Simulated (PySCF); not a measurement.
Computed properties of C3H8Si2, SMILES C#C[Si@@H](C)[SiH3]

C3H8Si2, SMILES [SiH3][Si@@H](C#C)C. Geometry: PBE0-D3(BJ)/def2-SVP. The structure was generated by enumeration; whether it is a known compound was not checked. One conformer was computed; it need not be the lowest. All values are computed for the isolated molecule unless a solvent is named; none is compared with measurement here.

**Structure.** All 33 harmonic modes at PBE0-D3(BJ)/def2-SVP (PySCF) are real, so it is a minimum. With heavy atoms numbered as in [CH:1]#[C:2][Si@@H:3]([CH3:4])[SiH3:5], the shortest bond between them is C1–C2 at 1.218 Å and the longest Si3–Si5 at 2.347 Å.

**Vibrations.** The strongest infrared lines (harmonic, unscaled, degenerate partners summed) lie at 812 cm⁻¹ (300 km/mol, H 75 %, C 13 %, Si 11 %), 2224 cm⁻¹ (120 km/mol, H 96 %), 870 cm⁻¹ (113 km/mol, H 83 %, Si 11 %). The softest mode is at 89 cm⁻¹ and the zero-point energy is 56.3 kcal/mol.

**Electronic structure.** ωB97X/def2-TZVP (PySCF) places the frontier levels at -9.91 and 1.73 eV, a gap of 11.64 eV, and gives a dipole moment of 0.80 D and a mean polarisability of 89.3 bohr³. PBE/def2-TZVP (PySCF) at the same geometry gives -6.54 and -1.21 eV, so its gap is 6.31 eV narrower. An orbital gap is neither the optical nor the fundamental gap.

**Excitations.** TDA-PBE0/def2-SVPD (PySCF) has S1 at 5.84 eV (212 nm, f = 0.005, weak); the most intense of the 10 singlets computed lies at 7.21 eV (f = 0.16). T1 (TDA) is at 4.76 eV, 1.08 eV under S1. TDA-PBE/def2-SVPD (PySCF) puts S1 at 5.54 eV. No vertical singlet excitation falls in the visible range (under 3.1 eV).

**NMR.** GIAO shifts at HF/pcSseg-1 (PySCF) (non-relativistic, atoms alike by connectivity averaged): ¹³C from -2.3 to 113.2 ppm against TMS; ¹H from 0.7 to 4.3 ppm against TMS; ²⁹Si from -89.3 to -57.2 ppm against TMS.

**Solvation.** SMD-B3LYP/def2-SVP (PySCF) gives 3.1 kcal/mol in water, -0.9 kcal/mol in toluene, -1.7 kcal/mol in acetone (1 M in both phases, gas-phase geometry); of these solvents acetone holds the molecule best.
